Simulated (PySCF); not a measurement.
Simulation results for BH4Si

Computed with PySCF 2.14.0. Calculation on a computer-drawn molecule: vertical ionisation energy to the stated ion spin, frozen-core CCSD(T) at the basis limit and cheaper methods, single-reference cases, UHF for radicals, no spin-orbit; all values are single points at the evaluated structure, the first of each entry, which is the reference or a displaced copy of it and isn't optimised; the reference structure only sets the zero of the energies above reference; triples share is (T) over the correlation energy.

Common to all runs: charge 0; multiplicity 2; ion multiplicity 1; diffuse functions no; basis cc-pV(n+d)Z; reference is the Hartree-Fock double-zeta minimum; best is HF at quadruple zeta + MP2 correlation extrapolated from triple and quadruple zeta + CCSD(T) minus MP2 at triple zeta; basis step is the size of the change from the same recipe one zeta lower.

(1) BH4Si

Evaluated structure:
```xyz
6
BH4Si
B     -1.8624     0.0083    -1.0852
Si    -0.1742     0.1124     0.1959
H     -2.4526     0.5915    -1.7349
H     -0.5712    -0.3197     1.4784
H      0.3660     1.4595     0.3488
H      0.8618    -0.7351    -0.4218
```

Reference structure:
```xyz
6
BH4Si
B     -1.7861    -0.0594    -1.0903
Si    -0.1941     0.1094     0.1385
H     -2.4558     0.6474    -1.7814
H     -0.5984    -0.3629     1.4858
H      0.3562     1.4822     0.2740
H      0.8820    -0.7725    -0.3772
```

Results for BH4Si: ionisation energy best 7.997 eV; ionisation energy basis step 0.02258 eV; energy above reference best 10.22 kcal/mol; energy above reference basis step 0.2117 kcal/mol; total energy HF triple zeta -315.8580 hartree; total energy CCSD(T) triple zeta -316.1067 hartree; total energy best -316.1365 hartree; T1 diagnostic at triple zeta 0.01336; D1 diagnostic at triple zeta 0.02886; spin squared at triple zeta 0.7587; ion T1 diagnostic at triple zeta 0.01602; ion D1 diagnostic at triple zeta 0.03327; triples share at triple zeta 0.02782; basis functions triple zeta 125; dipole magnitude HF at triple zeta 0.3948 debye; dipole magnitude CCSD unrelaxed at triple zeta 0.3876 debye; dipole magnitude PBE at triple zeta 0.3553 debye; dipole magnitude r2SCAN at triple zeta 0.3323 debye; dipole magnitude B3LYP at triple zeta 0.3689 debye; dipole magnitude wB97X at triple zeta 0.4009 debye.

Drawn bonds:
| atom | other atom | order |
| --- | --- | --- |
| 1 | 2 | 1 |
| 1 | 3 | 1 |
| 2 | 4 | 1 |
| 2 | 5 | 1 |
| 2 | 6 | 1 |

Triple zeta:
| method | ionisation energy (eV) | energy above reference (kcal/mol) |
| --- | --- | --- |
| HF | 7.533 | 9.417 |
| PBE | 8.087 | 11.58 |
| r2SCAN | 8.248 | 10.83 |
| B3LYP | 8.105 | 10.04 |
| wB97X | 8.016 | 10.53 |
| MP2 | 7.937 | 9.791 |
| CCSD | 7.931 | 10.13 |
| CCSD(T) | 7.956 | 10.27 |

(2) BH4Si

Evaluated structure:
```xyz
6
BH4Si
B     -1.8624     0.0083    -1.0852
Si    -0.1742     0.1124     0.1959
H     -2.4526     0.5915    -1.7349
H     -0.5712    -0.3197     1.4784
H      0.3171     1.3377     0.3350
H      0.8618    -0.7351    -0.4218
```

Reference structure:
```xyz
6
BH4Si
B     -1.7861    -0.0594    -1.0903
Si    -0.1941     0.1094     0.1385
H     -2.4558     0.6474    -1.7814
H     -0.5984    -0.3629     1.4858
H      0.3562     1.4822     0.2740
H      0.8820    -0.7725    -0.3772
```

Results for BH4Si: ionisation energy best 7.983 eV; ionisation energy basis step 0.02293 eV; energy above reference best 16.57 kcal/mol; energy above reference basis step 0.334 kcal/mol; total energy HF triple zeta -315.8480 hartree; total energy CCSD(T) triple zeta -316.0966 hartree; total energy best -316.1264 hartree; T1 diagnostic at triple zeta 0.01315; D1 diagnostic at triple zeta 0.02797; spin squared at triple zeta 0.7586; ion T1 diagnostic at triple zeta 0.01529; ion D1 diagnostic at triple zeta 0.03192; triples share at triple zeta 0.02746; basis functions triple zeta 125; dipole magnitude HF at triple zeta 0.5674 debye; dipole magnitude CCSD unrelaxed at triple zeta 0.5412 debye; dipole magnitude PBE at triple zeta 0.4961 debye; dipole magnitude r2SCAN at triple zeta 0.4722 debye; dipole magnitude B3LYP at triple zeta 0.519 debye; dipole magnitude wB97X at triple zeta 0.5521 debye.

Drawn bonds:
| atom | other atom | order |
| --- | --- | --- |
| 1 | 2 | 1 |
| 1 | 3 | 1 |
| 2 | 4 | 1 |
| 2 | 5 | 1 |
| 2 | 6 | 1 |

Triple zeta:
| method | ionisation energy (eV) | energy above reference (kcal/mol) |
| --- | --- | --- |
| HF | 7.505 | 15.69 |
| PBE | 8.086 | 18.63 |
| r2SCAN | 8.242 | 17.35 |
| B3LYP | 8.095 | 16.32 |
| wB97X | 7.996 | 16.95 |
| MP2 | 7.919 | 15.93 |
| CCSD | 7.914 | 16.44 |
| CCSD(T) | 7.942 | 16.64 |

(3) BH4Si

Evaluated structure:
```xyz
6
BH4Si
B     -1.8624     0.0083    -1.0852
Si    -0.1742     0.1124     0.1959
H     -2.4526     0.5915    -1.7349
H     -0.5712    -0.3197     1.4784
H      0.3656     1.4586     0.3487
H      0.8618    -0.7351    -0.4218
```

Reference structure:
```xyz
6
BH4Si
B     -1.7861    -0.0594    -1.0903
Si    -0.1941     0.1094     0.1385
H     -2.4558     0.6474    -1.7814
H     -0.5984    -0.3629     1.4858
H      0.3562     1.4822     0.2740
H      0.8820    -0.7725    -0.3772
```

It finds ionisation energy best 7.997 eV; ionisation energy basis step 0.02258 eV; energy above reference best 10.23 kcal/mol; energy above reference basis step 0.2123 kcal/mol; total energy HF triple zeta -315.8580 hartree; total energy CCSD(T) triple zeta -316.1067 hartree; total energy best -316.1365 hartree; T1 diagnostic at triple zeta 0.01335; D1 diagnostic at triple zeta 0.02885; spin squared at triple zeta 0.7587; ion T1 diagnostic at triple zeta 0.01602; ion D1 diagnostic at triple zeta 0.03324; triples share at triple zeta 0.02782; basis functions triple zeta 125; dipole magnitude HF at triple zeta 0.396 debye; dipole magnitude CCSD unrelaxed at triple zeta 0.3887 debye; dipole magnitude PBE at triple zeta 0.3564 debye; dipole magnitude r2SCAN at triple zeta 0.3333 debye; dipole magnitude B3LYP at triple zeta 0.37 debye; dipole magnitude wB97X at triple zeta 0.402 debye.

Drawn bonds:
| atom | other atom | order |
| --- | --- | --- |
| 1 | 2 | 1 |
| 1 | 3 | 1 |
| 2 | 4 | 1 |
| 2 | 5 | 1 |
| 2 | 6 | 1 |

Triple zeta:
| method | ionisation energy (eV) | energy above reference (kcal/mol) |
| --- | --- | --- |
| HF | 7.533 | 9.427 |
| PBE | 8.087 | 11.6 |
| r2SCAN | 8.248 | 10.84 |
| B3LYP | 8.105 | 10.05 |
| wB97X | 8.016 | 10.54 |
| MP2 | 7.937 | 9.801 |
| CCSD | 7.931 | 10.14 |
| CCSD(T) | 7.956 | 10.28 |
